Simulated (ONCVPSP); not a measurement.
# What one change does to a pseudopotential (technetium, ONCV)

Tc, optimised norm-conserving Vanderbilt (ONCV), made with ONCVPSP 4.0.1 (LDA (Perdew-Zunger), scalar-relativistic). Core [Ar] 3d10, reference 4s2 4p6 4d5.5 5s1.5. Waves: 4s+5s: rc 1.85 bohr, ncon 4, nbas 9, qcut 5.3 1/bohr, 2 projectors; 4p: rc 1.30 bohr, ncon 4, nbas 9, qcut 6 1/bohr, 2 projectors, debl 0.5 Ha; 4d: rc 1.40 bohr, ncon 4, nbas 7, qcut 7.2 1/bohr, 2 projectors, debl 1.1 Ha. Local part: polynomial inside 0.90 bohr (lpopt 3, dvloc0 6 Ha). Core correction: none.

In the p channel the program set the typed energies aside and used -1.614, 0.250 Ha.

All-electron outer shells of the reference configuration (LDA (Perdew-Zunger), scalar-relativistic, ld1.x):

```
shell  level (eV)  outermost node (bohr)  outermost maximum (bohr)
   3d     -248.48                      –                      0.31
   4s      -71.83                   0.50                      0.95
   4p      -43.92                   0.51                      1.03
   4d       -5.69                   0.50                      1.29
   5s       -4.84                   1.28                      2.76
```

Change: all radii scaled by about 1.19 (s 2.20, p 1.54, d 1.66 bohr); local potential polynomial inside 1.08 bohr (lpopt 3, dvloc0 6 Ha).

Cutoffs: the cutoffs (Ha) at which the residual kinetic energy of the hardest occupied pseudo-wave falls to 1 and 0.1 mHa per electron; they do not see the model core or the augmentation charge, which bear on the density cutoff. Errors are all-electron minus pseudo energies relative to the spin-unpolarised reference configuration.

Problem. What does the change do?

Solution. The potential gets softer (56 Ha and 154 Ha → 21 Ha and 25 Ha); of the 4 tests that both files solve, the error grows in 1 and shrinks in 0 by more than 15 % and 0.3 meV (median size 0.5 → 0.4 meV); neither file shows a bound ghost. A larger radius leaves more room for a smooth pseudo-wave, so fewer plane waves are needed.

```tsv
quantity	base	changed
cutoff, loose	56 Ha	21 Ha
cutoff, tight	154 Ha	25 Ha
loose cutoff by channel	s 8.9 Ha, p 56 Ha, d 23 Ha	s 7.1 Ha, p 13 Ha, d 21 Ha
bound ghosts	none	none
GHOST(+) flags under 300 eV	s at 124.4 eV	none
error for 4s2 4p6 4d5 5s2, meV [ΔE 0.60 eV]	+0.6	+0.5
error for 4s2 4p6 4d5 5s1, meV [ΔE 9.03 eV]	-0.2	-0.3
error for 4s2 4p6 4d5 5s0, meV [ΔE 24.23 eV]	-4.5	-5.5
error for 4s2 4p6 4d5 5s1.5, meV [ΔE 4.00 eV]	+0.4	+0.4
```
